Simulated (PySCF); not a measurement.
CH5BOS, SMILES B(SC)O. Atoms are numbered in the order given.

```xyz
9

B     -0.5684     1.0826     0.0000
H     -1.5929     1.7235     0.0000
O      0.6600     1.6625     0.0000
H      0.6232     2.6265     0.0000
S     -0.7294    -0.7086     0.0000
C      1.0186    -1.2619     0.0000
H      1.5397    -0.8974    -0.8951
H      1.0115    -2.3597     0.0000
H      1.5397    -0.8974     0.8951
```

The structure is a stationary point at B3LYP-D3(BJ)/def2-SVP. Other conformers were not sampled.

Calculation: PySCF with TDA-CAM-B3LYP/def2-SVPD.

Vertical excitations. Isolated molecule, no solvent. State labels are in the subgroup Cs.

Computed UV-visible absorptions:
```tsv
state	symmetry	energy (eV)	λ (nm)	f	main pairs
S1	A"	6.12	203	0.002	HOMO→LUMO 66 %, HOMO→LUMO+2 22 %
S2	A'	6.53	190	0.193	HOMO→LUMO+1 90 %
S3	A"	6.87	180	0.031	HOMO→LUMO+2 39 %, HOMO→LUMO 23 %, HOMO→LUMO+3 22 %
S4	A"	7.16	173	0.002	HOMO−1→LUMO+1 81 %
S5	A"	7.35	169	0.028	HOMO→LUMO+3 67 %, HOMO→LUMO+2 21 %
S6	A'	7.77	160	0.016	HOMO−1→LUMO 75 %
S7	A"	7.87	158	0.000	HOMO→LUMO+5 55 %, HOMO−2→LUMO+1 19 %, HOMO→LUMO+6 10 %
S8	A'	7.97	156	0.052	HOMO→LUMO+4 92 %
S9	A"	8.07	154	0.009	HOMO−2→LUMO+1 65 %, HOMO→LUMO+5 10 %
S10	A"	8.33	149	0.014	HOMO→LUMO+6 56 %, HOMO→LUMO+5 26 %
T1	A'	5.16	240	0	HOMO→LUMO+1 96 %
T2	A"	5.72	217	0	HOMO→LUMO 46 %, HOMO→LUMO+2 31 %, HOMO→LUMO+8 13 %
T3	A"	6.61	187	0	HOMO−1→LUMO+1 78 %, HOMO−2→LUMO+1 14 %
T4	A"	6.65	186	0	HOMO→LUMO 35 %, HOMO→LUMO+3 27 %, HOMO→LUMO+2 20 %, HOMO→LUMO+6 9 %
```
Triplets are in the Tamm–Dancoff approximation.
